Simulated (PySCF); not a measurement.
H5Si2, SMILES [SiH2][SiH3] (connectivity only; charge and spin as stated), charge +1, multiplicity 1.

Geometry optimised at r2SCAN-D4/def2-TZVP. The multiplicity is an assumed one; other spin states were not compared. The isomer is the one that the SMILES or the coordinates give; other isomers of the formula were not compared.

Computed with PySCF 2.14.0 with r2SCAN-D4/def2-TZVP.

Frequencies are harmonic and unscaled.

| mode | ν (cm⁻¹) | IR (km/mol) | moving atoms (share of kinetic energy) |
|---|---|---|---|
| 1 | 87 | 0.0 | H 100 % |
| 2 | 269 | 10.7 | H 85 %, Si 15 % |
| 3 | 343 | 8.5 | H 98 % |
| 4 | 415 | 2.1 | Si 80 %, H 20 % |
| 5 | 598 | 0.0 | H 84 %, Si 16 % |
| 6 | 670 | 6.4 | H 84 %, Si 16 % |
| 7 | 792 | 222.1 | H 92 %, Si 8 % |
| 8 | 891 | 25.0 | H 98 % |
| 9 | 913 | 41.2 | H 97 % |
| 10 | 961 | 74.1 | H 94 % |
| 11 | 2197 | 7.5 | H 98 % |
| 12 | 2249 | 9.3 | H 98 % |
| 13 | 2265 | 2.1 | H 97 % |
| 14 | 2285 | 1.1 | H 95 % |
| 15 | 2295 | 8.1 | H 95 % |
